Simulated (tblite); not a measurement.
C7H3F3O4S.
Structure used (GFN2-xTB), in Å, numbered top down from 1:
```
atom  x, y, z in Å
O1     3.1080    1.8704    0.5051
C2     2.3168    1.0035    0.2209
C3     2.6904   -0.4226    0.1206
C4     1.8061   -1.3888   -0.1431
C5     0.3739   -1.1045   -0.3495
O6    -0.4697   -1.9564   -0.5076
C7     0.0214    0.3270   -0.3215
S8    -1.6996    0.7028   -0.7440
O9    -1.9427    2.0723   -0.4290
O10   -1.9867    0.2247   -2.0532
C11   -2.7064   -0.3088    0.5251
F12   -3.7088    0.4333    0.9703
F13   -3.1876   -1.4329    0.0372
F14   -1.9030   -0.5841    1.5581
C15    0.8830    1.3030   -0.0571
H16    3.7370   -0.6400    0.2845
H17    2.0914   -2.4300   -0.1987
H18    0.5677    2.3376   -0.0364
```

Computed geometry: GFN2-xTB, gas phase.

Take the most abundant isotopes and a rigid rotor. The values belong to one conformer with, in the numbering `[O:1]=[C:2]1[CH:3]=[CH:4][C:5](=[O:6])[C:7]([S:8](=[O:9])(=[O:10])[C:11]([F:12])([F:13])[F:14])=[CH:15]1`, C5–C7–S8–O9 169°.

What are A, B and C (MHz)?

Ia = 493.24, Ib = 1258.92, Ic = 1420.53 u·Å²; 505379 MHz·u·Å²/I gives A = 1025, B = 401.4, C = 355.8 MHz.

What kind of rotor is it?

An asymmetric top. Ray's parameter κ = (2B − A − C)/(A − C) = -0.863; −1 is the prolate and +1 the oblate limit.

Is it planar, by Δ = Ic − Ia − Ib?

Not planar: Δ = Ic − Ia − Ib = -331.63 u·Å². For a rigid frame Δ = −2 Σ m c², so Σ m c² = 165.82 u·Å² lies off the ab plane: 0.21 from hydrogen and 165.61 from heavier atoms. The atom farthest from that plane is 1.97 Å away.

Give the other two planar moments, Paa and Pbb, and the rms extents of the mass along the axes.

Paa = Σ m a² = (Ib + Ic − Ia)/2 = 1093.10 and Pbb = Σ m b² = (Ia + Ic − Ib)/2 = 327.43 u·Å². With the mass M = 239.97 u, the rms extents √(P/M) along a, b and c are 2.13, 1.17, 0.83 Å.

Where do the levels up to J = 4 lie, in K?

Above 0(0,0), as E/k:
J = 1: 1(0,1) 0.036, 1(1,1) 0.066, 1(1,0) 0.068
J = 2: 2(0,2) 0.109, 2(1,2) 0.137, 2(1,1) 0.143, 2(2,1) 0.233, 2(2,0) 0.233
J = 3: 3(0,3) 0.217, 3(1,3) 0.242, 3(1,2) 0.256, 3(2,2) 0.342, 3(2,1) 0.343, 3(3,1) 0.497, 3(3,0) 0.497
J = 4: 4(0,4) 0.362, 4(1,4) 0.383, 4(1,3) 0.405, 4(2,3) 0.487, 4(2,2) 0.489, 4(3,2) 0.643, 4(3,1) 0.643, 4(4,1) 0.860, 4(4,0) 0.860

Estimate the classical rotational partition function at 50 K, 100 K and 200 K.

Point group C1, symmetry number σ = 1; q = (√π/σ)·√((kT/h)³/(ABC)), k/h = 20836.6 MHz/K: 156000 at 50 K, 441000 at 100 K, 1250000 at 200 K.

Its GFN2-xTB frequencies are all real (lowest 32 cm⁻¹). No vibrational averaging or centrifugal distortion is included, and the geometry carries the error of its method.

Time: 0.83 s wall. Hardware: Intel Xeon 6975P-C, one thread, on a shared host. These figures are those of the optimisation.
